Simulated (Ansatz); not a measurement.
Compare A (`C=N[C](=C)[GeH3]`) with its isomer B (`CC#[C][GeH2][NH2]`).

Isolated molecules relaxed with PBE0-D4/def2-TZVP in Ansatz; ΔE leaves out vibrations. CCSD(T)/CBS adds triple-zeta CCSD(T) − MP2 to the extrapolated MP2 energy (def2 sets, frozen cores). Functionals use def2-TZVPP. B3LYP here is the variant with VWN-RPA as its local correlation; programs differ in this. For Ge outer-core shells are correlated without core-valence functions, which leaves a few kJ/mol of doubt a bond. Scalar relativity is left out up to krypton. Each species was taken in one conformer, which may not be the lowest.

Q: Which isomer does CCSD(T)/CBS put lower? Give the gap. (Estimate.)

A: Ansatz gave: B, by 66.0 kJ/mol.

Q: Give E(B) − E(A) in kJ/mol with B3LYP, HF/def2-TZVPP, B2PLYP, PBE-D4, MP2/def2-TZVPP, CCSD(T)/def2-TZVPP, CCSD/def2-TZVPP. (An estimate is asked.)

A: Ansatz gave: B3LYP -58.7, HF/def2-TZVPP -81.1, B2PLYP -69.3, PBE-D4 -41.9, MP2/def2-TZVPP -85.4, CCSD(T)/def2-TZVPP -66.1, CCSD/def2-TZVPP -71.9. None reverses the order clearly.

Largest T1 diagnostic: 0.013.

From PBE to PBE0 (25 % exact exchange), in def2-TZVPP and without D4, E(B) − E(A) moves by −10.9 kJ/mol. The D4 term adds +8.0 kJ/mol with B3LYP and +4.1 kJ/mol with PBE0; it sums over pairs of atoms, weighted by their polarisabilities, and B3LYP, whose exchange is more repulsive, gets the larger term.
